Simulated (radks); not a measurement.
The numbers below are computed, except where a source is named.
Se2+, configuration [Ar] 3d10 4s2 4p2.

Level of theory: scalar-relativistic Kohn-Sham, LDA (Slater exchange, VWN5 correlation), spin-polarised, spherical densities, finite nucleus; open shells are filled with parallel spins first; Fermi nuclear charge, rms radius 4.14 fm (a radial shooting solver on a logarithmic mesh with Libxc functionals).

Energy parts (hartree):
total: -2425.65989
kinetic: 2474.36187
electron-nucleus: -5824.95080
Hartree: 1008.91140
exchange-correlation: -83.98236

Orbitals (lengths in bohr, moments of r in powers of bohr):
orbital	occ.	eigenvalue (hartree)	<r>
1s up	1	-459.6094	0.04414
1s down	1	-459.6041	0.04414
2s up	1	-59.81126	0.1962
2s down	1	-59.80803	0.1962
2p up	3	-52.76601	0.1713
2p down	3	-52.76127	0.1713
3s up	1	-8.65252	0.5752
3s down	1	-8.64563	0.5750
3p up	3	-6.44927	0.5903
3p down	3	-6.44131	0.5898
3d up	5	-2.79879	0.6303
3d down	5	-2.78758	0.6274
4s up	1	-1.42152	1.687
4s down	1	-1.35180	1.687
4p up	2	-0.97259	1.971
4p down	0	-0.90336	1.992

The highest occupied level is 4p up at -26.466 eV. The spin density at the nucleus is -0.7388 e/bohr^3 (1s -0.2072, 2s 0.0492, 3s -0.0770, 4s -0.5037). The electron density at the nucleus is 4.009e+04 e/bohr^3 (large components only). Summed over all electrons, <r^2> = 23.82 bohr^2, which gives a Langevin (diamagnetic) susceptibility term of -18.9 x 10^-6 cm^3/mol.
